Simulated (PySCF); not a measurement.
# From computed data to an observable: entropy of an ideal gas

Si(CCH)(Cl)2(Me) (C3H4Cl2Si), SMILES C#C[Si](C)(Cl)Cl.

Geometry: PBE0-D3(BJ)/def2-SVP.

PBE0-D3(BJ)/def2-SVP in PySCF gives the harmonic wavenumbers 107, 115, 164, 180, 189, 219, 344, 353, 475, 591, 655, 753, 755, 767, 806, 818, 1268, 1418, 1419, 2173, 3065, 3178, 3182, 3473 cm⁻¹ and the rotational temperatures 0.0813, 0.0772, 0.0585 K. The molar mass is 139.05 g/mol, the symmetry number 1, the spin multiplicity 1.

Work out the entropy at 298.15 K and 1 atm in the rigid-rotor, harmonic-oscillator model.


Translation (Sackur–Tetrode at 1 atm): S = R[1.5 ln M + 2.5 ln T − 1.16487] = 170.3 J/(mol K).
Rotation: q = (√π/σ) T^1.5/√(θA θB θC) = 476000, S = R[ln q + 3/2] = 121.2 J/(mol K).
Vibration: with u = 1.4388 ν/T, each mode gives R[u/(e^u − 1) − ln(1 − e^−u)]:
```json
[
 {"ν (cm⁻¹)": "107", "modes": "1", "u": "0.52", "S (J/(mol K))": "13.90"},
 {"ν (cm⁻¹)": "115", "modes": "1", "u": "0.55", "S (J/(mol K))": "13.32"},
 {"ν (cm⁻¹)": "164", "modes": "1", "u": "0.79", "S (J/(mol K))": "10.47"},
 {"ν (cm⁻¹)": "180", "modes": "1", "u": "0.87", "S (J/(mol K))": "9.74"},
 {"ν (cm⁻¹)": "189", "modes": "1", "u": "0.91", "S (J/(mol K))": "9.36"},
 {"ν (cm⁻¹)": "219", "modes": "1", "u": "1.06", "S (J/(mol K))": "8.23"},
 {"ν (cm⁻¹)": "344", "modes": "1", "u": "1.66", "S (J/(mol K))": "4.99"},
 {"ν (cm⁻¹)": "353", "modes": "1", "u": "1.70", "S (J/(mol K))": "4.82"},
 {"ν (cm⁻¹)": "475", "modes": "1", "u": "2.29", "S (J/(mol K))": "3.03"},
 {"ν (cm⁻¹)": "591", "modes": "1", "u": "2.85", "S (J/(mol K))": "1.95"},
 {"ν (cm⁻¹)": "655", "modes": "1", "u": "3.16", "S (J/(mol K))": "1.52"},
 {"ν (cm⁻¹)": "753", "modes": "1", "u": "3.63", "S (J/(mol K))": "1.04"},
 {"ν (cm⁻¹)": "755", "modes": "1", "u": "3.64", "S (J/(mol K))": "1.03"},
 {"ν (cm⁻¹)": "767", "modes": "1", "u": "3.70", "S (J/(mol K))": "0.99"},
 {"ν (cm⁻¹)": "806", "modes": "1", "u": "3.89", "S (J/(mol K))": "0.85"},
 {"ν (cm⁻¹)": "818", "modes": "1", "u": "3.95", "S (J/(mol K))": "0.81"},
 {"ν (cm⁻¹)": "1268", "modes": "1", "u": "6.12", "S (J/(mol K))": "0.13"},
 {"ν (cm⁻¹)": "1418", "modes": "1", "u": "6.84", "S (J/(mol K))": "0.07"},
 {"ν (cm⁻¹)": "1419", "modes": "1", "u": "6.85", "S (J/(mol K))": "0.07"}
]
```
The stiffer modes add less than 0.005 each. Sum 86.3 J/(mol K).
Spin: R ln 1 = 0.0 J/(mol K).
Total 377.8 J/(mol K); the program's own thermochemistry gives 377.8. Translation makes up 45 % and vibration 23 %. Anharmonicity, hindered rotation and orbital degeneracy are left out.
